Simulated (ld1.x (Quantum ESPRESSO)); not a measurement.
# Re: TM semilocal pseudisation with PW91, scalar-relativistic reference atom.

ld1.x (Quantum ESPRESSO) 7.5 was run on this input:

```
&input
   title='Re', zed=75., rel=1, dft='PW91', iswitch=3,
   config='[Xe] 4f14 5d5 6s2 6p0',
   nld=3, rlderiv=2.20, eminld=-5.0, emaxld=5.0, deld=0.02
 /
 &inputp
   pseudotype=1, tm=.true., lloc=1,
   nlcc=.true., new_core_ps=.true., rcore=1.05,
   file_pseudopw='Re.pp', file_wfcaegen='ae.wfc', file_wfcncgen='nc.wfc'
 /
3
6S  1  0   2.00   0.00  2.00  2.00  0.0
5D  3  2   5.00   0.00  1.90  1.90  0.0
5P  2  1   6.00   0.00  1.30  1.30  0.0
 &test
   configts(1)='5p6 5d5 6s2 6p0'
 /
```

Command:

```bash
ld1.x < Re.in > Re.out
```

Output (shortened: banner, matrices, multipoles, cross overlaps and the repeated all-electron block are left out):

```
Program LD1 v.7.5
     --------------------------- All-electron run ----------------------------

     Re
     scalar relativistic calculation

     atomic number is 75.00
     dft =PW91   lsd =0 sic =0 latt =0  beta=0.20 tr2=1.0E-14
     Exchange-correlation= PW91
                           (   1   4   2   2   0   0   0)
     mesh =1275 r(mesh) = 100.23444 a.u. xmin = -7.00 dx = 0.01250
     1 Ry =  13.60569312 eV, c = 137.03599908

     n l     nl                  e(Ry)          e(Ha)          e(eV)
     1 0     1S 1( 2.00)     -5267.9193     -2633.9597    -71673.6939
     2 0     2S 1( 2.00)      -913.3555      -456.6778    -12426.8352
     2 1     2P 1( 6.00)      -797.0142      -398.5071    -10843.9312
     3 0     3S 1( 2.00)      -211.4569      -105.7284     -2877.0172
     3 1     3P 1( 6.00)      -177.1585       -88.5792     -2410.3641
     4 0     4S 1( 2.00)       -44.1254       -22.0627      -600.3567
     4 1     4P 1( 6.00)       -32.8770       -16.4385      -447.3144
     3 2     3D 1(10.00)      -138.2954       -69.1477     -1881.6051
     5 0     5S 1( 2.00)        -6.2716        -3.1358       -85.3301
     5 1     5P 1( 6.00)        -3.4596        -1.7298       -47.0700
     4 2     4D 1(10.00)       -18.7707        -9.3854      -255.3888
     4 3     4F 1(14.00)        -3.1151        -1.5576       -42.3833
     5 2     5D 1( 5.00)        -0.3986        -0.1993        -5.4226
     6 0     6S 1( 2.00)        -0.4411        -0.2206        -6.0019
     6 1     6P 1( 0.00)        -0.1011        -0.0505        -1.3754

     final scf error:  5.3E-15 reached in  32 iterations

     Etot =  -33387.794651 Ry,  -16693.897326 Ha, -454264.088079 eV

     Ekin =   36903.924348 Ry,   18451.962174 Ha,  502103.469714 eV
     Encl =  -82652.993608 Ry,  -41326.496804 Ha,-1124551.266725 eV
     Eh   =   13025.367253 Ry,    6512.683626 Ha,  177219.149659 eV
     Exc  =    -664.092645 Ry,    -332.046322 Ha,   -9035.440726 eV

     normalization and overlap integrals

     s(1S/1S) =  1.000000  <r> =   0.0180  <r2> =    0.0004  r(max) =   0.0112
     s(2S/2S) =  1.000000  <r> =   0.0762  <r2> =    0.0069  r(max) =   0.0644
     s(2P/2P) =  1.000000  <r> =   0.0683  <r2> =    0.0057  r(max) =   0.0527
     s(3S/3S) =  1.000000  <r> =   0.1974  <r2> =    0.0446  r(max) =   0.1818
     s(3P/3P) =  1.000000  <r> =   0.1979  <r2> =    0.0454  r(max) =   0.1795
     s(4S/4S) =  1.000000  <r> =   0.4405  <r2> =    0.2190  r(max) =   0.4148
     s(4P/4P) =  1.000000  <r> =   0.4686  <r2> =    0.2497  r(max) =   0.4306
     s(3D/3D) =  1.000000  <r> =   0.1792  <r2> =    0.0376  r(max) =   0.1470
     s(5S/5S) =  1.000000  <r> =   1.0353  <r2> =    1.2042  r(max) =   0.9347
     s(5P/5P) =  1.000000  <r> =   1.2078  <r2> =    1.6543  r(max) =   1.0592
     s(4D/4D) =  1.000000  <r> =   0.5000  <r2> =    0.2895  r(max) =   0.4415
     s(4F/4F) =  1.000000  <r> =   0.5804  <r2> =    0.4192  r(max) =   0.4148
     s(5D/5D) =  1.000000  <r> =   1.9317  <r2> =    4.5464  r(max) =   1.4120
     s(6S/6S) =  1.000000  <r> =   3.0674  <r2> =   10.7799  r(max) =   2.5728
     s(6P/6P) =  1.000000  <r> =   4.7681  <r2> =   26.7519  r(max) =   3.6510

     ------------------------ End of All-electron run ------------------------

     --------------------- Generating NC pseudopotential ---------------------

      Generating local pot.: lloc=1, matching radius rcloc =   1.3000

      Computing core charge for nlcc:

       r > 1.06 : true rho core
      Core charge pseudized with two Bessel functions
      Integrated core pseudo-charge :  16.07

      Wfc   6S  rcut= 1.979  Using Troullier-Martins method

      Wfc   5D  rcut= 1.882  Using Troullier-Martins method

     ------------------- End of pseudopotential generation -------------------

     Computing logarithmic derivative in   2.20071
     Computing logarithmic derivative in   2.20071
     Computing the partial wave expansion
     R is outside the sphere for l=    0 j= 0.00
       no projector for channel:   1
     R is outside the sphere for l=    2 j= 0.00

     ---------------------- Testing the pseudopotential ----------------------

     Re
     scalar relativistic calculation

     atomic number is 75.00   valence charge is 13.00
     dft =PW91   lsd =0 sic =0 latt =0  beta=0.20 tr2=1.0E-14
     mesh =1275 r(mesh) = 100.23444 xmin = -7.00 dx = 0.01250

     n l     nl             e AE (Ry)        e PS (Ry)    De AE-PS (Ry)
     2 1     5P   1( 6.00)       -3.45958       -3.45963        0.00005
     3 2     5D   1( 5.00)       -0.39855       -0.39855        0.00000
     1 0     6S   1( 2.00)       -0.44113       -0.44113       -0.00000
     3 1     6P   1( 0.00)       -0.10109       -0.10234        0.00125

     eps = 8.9E-15  iter = 22

     Etot =  -33387.794651 Ry,  -16693.897326 Ha, -454264.088079 eV
     Etotps =  -150.280226 Ry,     -75.140113 Ha,   -2044.666644 eV

     Ekin =      42.853912 Ry,      21.426956 Ha,     583.057179 eV
     Encl =    -225.368486 Ry,    -112.684243 Ha,   -3066.294464 eV
     Ehrt =      89.221000 Ry,      44.610500 Ha,    1213.913548 eV
     Ecxc =     -57.595585 Ry,     -28.797793 Ha,    -783.627857 eV
     (Ecc =     -39.973950 Ry,     -19.986975 Ha,    -543.873298 eV)
     Epseu=       0.608933 Ry,       0.304466 Ha,       8.284950 eV

     ---------------------- End of pseudopotential test ----------------------
```

Generation and configuration tests took about 3.2 s on one core of a shared server CPU.

Transferability test of the new file with ld1.x, input:

```
&input
   title='Re', zed=75., rel=1, dft='PW91', iswitch=2,
   config='[Xe] 4f14 5d5 6s2 6p0'
 /
 &test
   file_pseudo='Re.pp', nconf=8,
   configts(1)='5p6 5d5 6s2 6p0',
   configts(2)='5p6 5d5 6s1 6p0',
   configts(3)='5p6 5d5 6s0 6p0',
   configts(4)='5p6 5d4 6s0 6p0',
   configts(5)='5p5 5d5 6s2 6p0',
   configts(6)='5p6 5d6 6s0 6p0',
   configts(7)='5p6 5d5 6s1 6p1',
   configts(8)='5p6 5d6 6s1 6p0'
 /
```

```bash
ld1.x < Re.test.in > Re.test.out
```

Pseudopotential blocks of its output, shortened (energy terms left out):

```
     ---------------------- Testing the pseudopotential ----------------------

     n l     nl             e AE (Ry)        e PS (Ry)    De AE-PS (Ry)
     2 1     5P   1( 6.00)       -3.45958       -3.45963        0.00005
     3 2     5D   1( 5.00)       -0.39855       -0.39855        0.00000
     1 0     6S   1( 2.00)       -0.44113       -0.44113       -0.00000
     3 1     6P   1( 0.00)       -0.10109       -0.10234        0.00125

     eps = 4.8E-15  iter = 24

     Etot =  -33387.794651 Ry,  -16693.897326 Ha, -454264.088079 eV
     Etotps =  -150.280223 Ry,     -75.140112 Ha,   -2044.666597 eV

     ---------------------- End of pseudopotential test ----------------------

          ---------------------- Testing the pseudopotential ----------------------

     n l     nl             e AE (Ry)        e PS (Ry)    De AE-PS (Ry)
     2 1     5P   1( 6.00)       -4.03397       -4.03005       -0.00392
     3 2     5D   1( 5.00)       -0.95639       -0.95510       -0.00128
     1 0     6S   1( 1.00)       -0.93763       -0.93807        0.00044
     3 1     6P   1( 0.00)       -0.51714       -0.51940        0.00226

     eps = 6.1E-15  iter = 20

     Etot =  -33387.109992 Ry,  -16693.554996 Ha, -454254.772814 eV
     Etotps =  -149.595142 Ry,     -74.797571 Ha,   -2035.345588 eV
     dEtot_ae =       0.684659 Ry
     dEtot_ps =       0.685082 Ry,   Delta E=      -0.000422 Ry

     ---------------------- End of pseudopotential test ----------------------

          ---------------------- Testing the pseudopotential ----------------------

     n l     nl             e AE (Ry)        e PS (Ry)    De AE-PS (Ry)
     2 1     5P   1( 6.00)       -4.68486       -4.67845       -0.00641  !
     3 2     5D   1( 5.00)       -1.57968       -1.57817       -0.00151
     1 0     6S   1( 0.00)       -1.48067       -1.48289        0.00222
     3 1     6P   1( 0.00)       -0.99165       -0.99543        0.00377

     eps = 8.0E-15  iter = 14

     Etot =  -33385.904857 Ry,  -16692.952429 Ha, -454238.376123 eV
     Etotps =  -148.388467 Ry,     -74.194234 Ha,   -2018.927950 eV
     dEtot_ae =       1.889794 Ry
     dEtot_ps =       1.891756 Ry,   Delta E=      -0.001962 Ry

     ---------------------- End of pseudopotential test ----------------------

          ---------------------- Testing the pseudopotential ----------------------

     n l     nl             e AE (Ry)        e PS (Ry)    De AE-PS (Ry)
     2 1     5P   1( 6.00)       -5.63218       -5.62904       -0.00314
     3 2     5D   1( 4.00)       -2.43586       -2.43539       -0.00046
     1 0     6S   1( 0.00)       -2.16796       -2.17499        0.00703  !
     3 1     6P   1( 0.00)       -1.58741       -1.59366        0.00625  !

     eps = 3.5E-15  iter = 18

     Etot =  -33383.905138 Ry,  -16691.952569 Ha, -454211.168553 eV
     Etotps =  -146.389606 Ry,     -73.194803 Ha,   -1991.732056 eV
     dEtot_ae =       3.889513 Ry
     dEtot_ps =       3.890617 Ry,   Delta E=      -0.001104 Ry

     ---------------------- End of pseudopotential test ----------------------

          ---------------------- Testing the pseudopotential ----------------------

     n l     nl             e AE (Ry)        e PS (Ry)    De AE-PS (Ry)
     2 1     5P   1( 5.00)       -4.36434       -4.35994       -0.00440
     3 2     5D   1( 5.00)       -1.17322       -1.16649       -0.00673  !
     1 0     6S   1( 2.00)       -1.03223       -1.02811       -0.00412
     3 1     6P   1( 0.00)       -0.56902       -0.57051        0.00148

     eps = 9.4E-15  iter = 16

     Etot =  -33383.900207 Ry,  -16691.950103 Ha, -454211.101462 eV
     Etotps =  -146.382232 Ry,     -73.191116 Ha,   -1991.631731 eV
     dEtot_ae =       3.894445 Ry
     dEtot_ps =       3.897991 Ry,   Delta E=      -0.003546 Ry

     ---------------------- End of pseudopotential test ----------------------

          ---------------------- Testing the pseudopotential ----------------------

     n l     nl             e AE (Ry)        e PS (Ry)    De AE-PS (Ry)
     2 1     5P   1( 6.00)       -3.85568       -3.84880       -0.00687  !
     3 2     5D   1( 6.00)       -0.82848       -0.82759       -0.00089
     1 0     6S   1( 0.00)       -0.86860       -0.87095        0.00236
     3 1     6P   1( 0.00)       -0.47630       -0.47868        0.00238

     eps = 4.8E-15  iter = 15

     Etot =  -33387.098936 Ry,  -16693.549468 Ha, -454254.622385 eV
     Etotps =  -149.581342 Ry,     -74.790671 Ha,   -2035.157840 eV
     dEtot_ae =       0.695716 Ry
     dEtot_ps =       0.698881 Ry,   Delta E=      -0.003165 Ry

     ---------------------- End of pseudopotential test ----------------------

          ---------------------- Testing the pseudopotential ----------------------

     n l     nl             e AE (Ry)        e PS (Ry)    De AE-PS (Ry)
     2 1     5P   1( 6.00)       -3.58472       -3.57953       -0.00519  !
     3 2     5D   1( 5.00)       -0.51147       -0.50921       -0.00226
     1 0     6S   1( 1.00)       -0.52438       -0.52380       -0.00058
     3 1     6P   1( 1.00)       -0.15783       -0.15865        0.00082

     eps = 8.6E-15  iter = 17

     Etot =  -33387.441085 Ry,  -16693.720543 Ha, -454259.277568 eV
     Etotps =  -149.927913 Ry,     -74.963957 Ha,   -2039.873177 eV
     dEtot_ae =       0.353566 Ry
     dEtot_ps =       0.352310 Ry,   Delta E=       0.001256 Ry

     ---------------------- End of pseudopotential test ----------------------

          ---------------------- Testing the pseudopotential ----------------------

     n l     nl             e AE (Ry)        e PS (Ry)    De AE-PS (Ry)
     2 1     5P   1( 6.00)       -3.31196       -3.30897       -0.00299
     3 2     5D   1( 6.00)       -0.29840       -0.29831       -0.00009
     1 0     6S   1( 1.00)       -0.39375       -0.39517        0.00142
     3 1     6P   1( 0.00)       -0.08248       -0.08359        0.00111

     eps = 5.3E-15  iter = 15

     Etot =  -33387.725049 Ry,  -16693.862524 Ha, -454263.141085 eV
     Etotps =  -150.209584 Ry,     -75.104792 Ha,   -2043.705502 eV
     dEtot_ae =       0.069603 Ry
     dEtot_ps =       0.070639 Ry,   Delta E=      -0.001036 Ry

     ---------------------- End of pseudopotential test ----------------------
```
